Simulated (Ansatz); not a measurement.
Spectroscopic constants of CsW, multiplicity 8 (an upper state: multiplicity 6 came lower at CCSD(T)/def2-TZVPP on PBE0 minima). No spin–orbit coupling.

Constants: fifth-degree fit in 1/R to seven points, most abundant isotopes. In def2 and cc sets the state is the lowest found near the PBE0 minimum, followed along R.

The values were computed with Ansatz (a program for electronic structure). Values without a source in brackets are computed. In def2 rows elements past Kr take small-core potentials, without spin–orbit coupling.

```json
[
 {"level": "PBE/def2-TZVPP", "r_e (Å)": "4.149", "ω_e (cm⁻¹)": "29", "B_e (cm⁻¹)": "0.0127", "ω_e x_e (cm⁻¹)": "0.17", "dipole (D)": "1.72"},
 {"level": "PBE0/def2-TZVPP", "r_e (Å)": "4.223", "ω_e (cm⁻¹)": "27", "B_e (cm⁻¹)": "0.0123", "ω_e x_e (cm⁻¹)": "0.20", "dipole (D)": "1.62"},
 {"level": "CCSD/def2-TZVPP", "r_e (Å)": "4.288", "ω_e (cm⁻¹)": "27", "B_e (cm⁻¹)": "0.0119", "ω_e x_e (cm⁻¹)": "0.22", "dipole (D)": "-"},
 {"level": "CCSD(T)/def2-TZVPP", "r_e (Å)": "4.224", "ω_e (cm⁻¹)": "29", "B_e (cm⁻¹)": "0.0122", "ω_e x_e (cm⁻¹)": "0.21", "dipole (D)": "-"}
]
```

Correlated levels freeze the inner cores; with def2 sets outer-core shells near the valence are correlated too.
